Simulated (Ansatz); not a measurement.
Sr2O2⁺. Charge 1, multiplicity 4. Geometry r2SCAN-D4/def2-TZVP; atoms count from 1.

```xyz
4

Sr   -0.4937    1.8926   -0.7006
Sr    0.4892   -1.9024    0.6766
O     0.1761    0.3920    0.9545
O    -0.1716   -0.3821   -0.9304
```

In the def2 sets Sr takes a core potential; there is no spin–orbit coupling. At PBE0-D4/def2-TZVP a doublet of charge 1 lies 3.27 eV below the quartet, each at its own geometry. The structure comes from a short search, and lower isomers may exist.

(1) Estimate the Mulliken populations from the PBE0/def2-TZVP orbitals of Ansatz.

(2) Where does the spin sit?

(3) And the Mayer bond orders between bonded heavy atoms (over 0.3)?

Results:

(1) 
```json
{"atom": "Sr1", "charge (e)": "1.18", "spin (α − β)": "0.46"}
{"atom": "Sr2", "charge (e)": "1.18", "spin (α − β)": "0.46"}
{"atom": "O3", "charge (e)": "-0.63", "spin (α − β)": "1.13"}
{"atom": "O4", "charge (e)": "-0.73", "spin (α − β)": "0.95"}
```
Mulliken values and Mayer orders depend strongly on the basis.

(2) Summed by element: Sr 0.92, O 2.08, of 3 unpaired in all. Largest on single atoms: O3 1.13, O4 0.95, Sr1 0.46.

(3) Sr1–Sr2 0.53 (4.16 Å); Sr1–O4 0.31 (2.31 Å); Sr2–O4 0.31 (2.31 Å). Values over 0.3 also appear between atoms too far apart for a bond (O3–O4 0.61 at 2.07 Å); they arise where an orbital or an unpaired electron spreads over both atoms.
